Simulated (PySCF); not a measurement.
Job file and geometry (Å, from GFN2-xTB) of an NMR shielding run on `InChI=1S/C3H7BSi/c1-2-3(4)5/h1,3H,4H2,5H3/t3-/m0/s1`, GIAO PBE0/pcSseg-1 NMR shielding, non-relativistic, gas phase in PySCF; density fitting, a coarse starting grid and PySCF grid level 2 are the driver's defaults:

```
$ OMP_NUM_THREADS=1 python probes_run.py task.json out

{"job": {"kind": "nmr", "xc": "PBE0", "basis": "pcSseg-1"}, "charge": 0, "multiplicity": 1}
B      0.584749    -1.498536     0.545792
C      0.159163    -0.391894    -0.448461
Si    -1.528882     0.261356     0.244897
C      1.035522     0.745152    -0.561930
C      1.769805     1.687669    -0.653856
H      1.294858    -1.252628     1.442920
H      0.159237    -2.581638     0.414966
H     -0.069312    -0.764563    -1.451526
H     -2.001125     1.275043    -0.701537
H     -1.339114     0.860131     1.565604
H     -2.491765    -0.840353     0.315943
H      2.428063     2.499575    -0.738840
```

**Question.** What does the program print?

**Answer.** 
```
coarse grid: 10312 points
cycle   1  E = -432.3685250575  dE =  3.530e-01  |g| = 3.595e-01  |ddm| = 3.186e+00
cycle   2  E = -432.3757436164  dE = -7.219e-03  |g| = 3.178e-01  |ddm| = 8.618e-01
cycle   3  E = -432.4035239300  dE = -2.778e-02  |g| = 4.148e-02  |ddm| = 4.054e-01
cycle   4  E = -432.4036516622  dE = -1.277e-04  |g| = 3.827e-02  |ddm| = 5.969e-02
cycle   5  E = -432.4040118763  dE = -3.602e-04  |g| = 6.318e-03  |ddm| = 2.938e-02
cycle   6  E = -432.4040217537  dE = -9.877e-06  |g| = 1.644e-03  |ddm| = 8.051e-03
final grid: 94368 points
cycle   7  E = -432.4333034027  dE = -2.204e-05  |g| = 5.588e-03  |ddm| = 4.103e-02
cycle   8  E = -432.4332964681  dE =  6.935e-06  |g| = 7.627e-03  |ddm| = 1.313e-02
cycle   9  E = -432.4333108713  dE = -1.440e-05  |g| = 2.064e-03  |ddm| = 7.225e-03
cycle  10  E = -432.4333119067  dE = -1.035e-06  |g| = 2.450e-04  |ddm| = 1.521e-03
cycle  11  E = -432.4333119207  dE = -1.390e-08  |g| = 6.245e-05  |ddm| = 2.212e-04
cycle  12  E = -432.4333119216  dE = -9.384e-10  |g| = 1.415e-05  |ddm| = 8.014e-05
converged SCF energy = -432.4333119216

GIAO shielding tensors (ppm)
atom      isotropic    diamagn.    paramagn.     s11        s22        s33       span
  0 B       18.391     191.400    -173.009    -52.088    -20.216    127.478    179.566
  1 C      159.328     253.783     -94.456    127.313    163.087    187.583     60.271
  2 Si     429.966     878.901    -448.935    405.069    415.716    469.113     64.044
  3 C       98.488     260.403    -161.915     -6.265      4.973    296.756    303.021
  4 C      111.222     258.255    -147.032     40.108     50.698    242.861    202.754
  5 H       24.199      29.083      -4.884     16.850     27.581     28.167     11.317
  6 H       24.331      29.375      -5.045     17.759     26.791     28.442     10.683
  7 H       28.368      29.599      -1.231     23.344     28.220     33.541     10.197
  8 H       27.536      28.347      -0.811     24.667     25.909     32.033      7.366
  9 H       27.898      28.677      -0.780     24.528     26.367     32.798      8.271
 10 H       27.778      28.625      -0.847     24.202     25.565     33.567      9.365
 11 H       29.983      34.445      -4.463     25.037     25.242     39.669     14.632
```

Size and cost of the density-fitted run: 127 basis functions, 11 s wall time on 1 thread of an Arm Neoverse V1, shared host; peak memory 0.58 GiB.
